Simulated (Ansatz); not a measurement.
System: CH7ClNSi2, charge 0, multiplicity 2. It need not be the lowest isomer of its formula. 
Structure (B3LYP-D3(BJ)/def2-TZVP (Ansatz, a first-principles code) minimum search):
```xyz
12

Si     0.7690     0.3602    -0.4685
C      1.7277    -1.1730    -0.1812
Cl     0.8290     1.4432     1.3120
N     -0.8308    -0.0041    -0.9667
Si    -1.9229    -1.1815    -0.3054
H      1.3566     1.2524    -1.4892
H      1.5975    -2.0565    -0.7961
H      2.4847    -1.2505     0.5895
H     -1.2440     0.6835    -1.5835
H     -1.1277    -2.0595     0.5787
H     -2.5403    -1.9843    -1.3880
H     -3.0172    -0.5549     0.4739
```
Charge 0, spin multiplicity 2.

Basis-set convergence of Hartree-Fock and MP2 correlation energies (hartree) with Ansatz. Cores are frozen in the correlated levels unless marked. Open shells are spin-unrestricted. Spin-orbit coupling is left out. Non-relativistic.

| basis | functions | E(HF) | E(corr, MP2) |
|---|---|---|---|
| cc-pV(D+d)Z | 132 | -1133.85231 | -0.61598 |
| cc-pV(T+d)Z | 275 | -1133.93148 | -0.78593 |
| cc-pV(Q+d)Z | 512 | -1133.94942 | -0.84888 |

Extrapolating the two largest sets (X = 3 and 4) as X^-3: E(corr) = (64·(-0.84888) - 27·(-0.78593))/37 = -0.8948 Eh, an estimate of the basis-set limit. The largest set recovers 94.9 % of it, the smallest 68.8 %.
